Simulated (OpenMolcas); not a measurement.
**Cl+: CASPT2 settings compared**

```json
{
  "Program": "OpenMolcas 26.06",
  "Basis": "ANO-RCC-VTZP [5s4p2d1f]",
  "Scalar Hamiltonian": "DKH4, point nucleus",
  "Active space": "6 electrons in 4 orbitals (3s 3p)",
  "State averaging": "2S+1 = 3 even, 3 roots; 2S+1 = 1 even, 6 roots; 2S+1 = 3 odd, 3 roots; 2S+1 = 1 odd, 3 roots",
  "Spin-orbit coupling": "state interaction with AMFI integrals over the reference wave functions, term energies averaged over their components"
}
```

Methods on the same reference wave functions:
A. CASSCF
B. SS-CASPT2, IPEA 0.35 Eh, sigma2 regulariser 0.5 Eh (closed shells correlated: 2s 2p)
C. SS-CASPT2, IPEA 0.5 Eh, real shift 0.1 Eh (closed shells correlated: 2s 2p)
D. XMS-CASPT2, IPEA 0.3 Eh, imaginary shift 0.5 Eh (closed shells correlated: 2s 2p)

Energies in cm-1 above 3s2 3p4 3P2, the measured ground level; measured values from NIST Handbook of Basic Atomic Spectroscopic Data.

| Level | A | B | C | D | Measured |
| --- | --- | --- | --- | --- | --- |
| 3s2 3p4 3P2 | 0.0 | 0.0 | 0.0 | 0.0 | 0.0 |
| 3s2 3p4 3P1 | 648 | 650 | 651 | 650 | 696 |
| 3s2 3p4 3P0 | 934 | 938 | 938 | 939 | 996 |
| 3s2 3p4 1D2 | 14423 | 11990 | 11870 | 12270 | 11654 |
| 3s2 3p4 1S0 | 26647 | 27860 | 27660 | 29200 | 27878 |
| 3s 3p5 3P* 2 | 116927 | 104710 | 105690 | 104210 | 93368 |
| 3s 3p5 3P* 1 | 117558 | 105340 | 106320 | 104840 | 94000 |
| 3s 3p5 3P* 0 | 117879 | 105660 | 106650 | 105160 | 94334 |
| 3s 3p5 1P* 1 | 171773 | 148960 | 150000 | 148490 |  |

Deviations, from unrounded energies. A percentage is the sum of absolute deviations over the sum of measured energies, with the sign that they share, or ± where signs differ.

```json
{"Against measurement": "mean absolute deviation (cm-1)", "Levels": "7", "A": "11000", "B": "4900", "C": "5400", "D": "4900"}
{"Against measurement": "fine structure of the ground term (%)", "Levels": "2", "A": "-6.5", "B": "-6.1", "C": "-6.1", "D": "-6.1"}
{"Against measurement": "other terms of the ground configuration (%)", "Levels": "2", "A": "±10.1", "B": "±0.9", "C": "±1.1", "D": "+4.9"}
{"Against measurement": "other configurations (%)", "Levels": "3", "A": "+25.1", "B": "+12.1", "C": "+13.1", "D": "+11.5"}
```

B, D lie about equally close to measurement and A furthest from it. The largest miss of B in the table is 3s 3p5 3P* 2, by +11000 cm-1. The ranking rests on the paired levels alone, and a cruder setting can come out closer through cancelling errors.

Among B to D the level of the table that moves most is 3s2 3p4 1S0, by 1500 cm-1 (lowest in C, highest in D). Moves below CASPT2's spread within the term are not significant.

The mean deviations of B to D differ by less than CASPT2's widest spread within a term (600 cm-1), so their order carries little weight.

From A to B the spin-free energies of the other terms of 3s2 3p4 shown, above 3P, scale by factors of 0.83 to 1.05.

The lowest spin-free term lies below A's lowest term by 0.152 hartree in B, 0.147 hartree in C, 0.159 hartree in D.

CASPT2 breaks the degeneracy within a term, and the mean is taken; among the terms shown or strongly mixed into the levels shown the widest spread is 600 cm-1 (3s2 3p4 1D, D). Over all roots computed the reference weight is 0.89 to 0.96 in B, 0.90 to 0.96 in C, 0.90 to 0.96 in D; the roots of lowest weight are the least certain, and an intruder state may touch them. Terms of s pⁿ other than that of highest spin mix with s² pⁿ⁻² d, which this space lacks; all of them can be thousands of cm-1 off, and some have no real level of that name. Without dynamic correlation excited terms often stand tens of per cent too high (terms of higher spin than the ground term too low), and those without a measured partner can miss by more than the paired ones (holds for A). Measured partners are found by configuration, term and J. A level has none where our copy of the source lacks it or the pairing is in doubt (some pairs that miss far off the trend of their configuration count as doubtful), and it then counts in no deviation. Levels of configurations outside the active space are missing.

* marks odd parity.
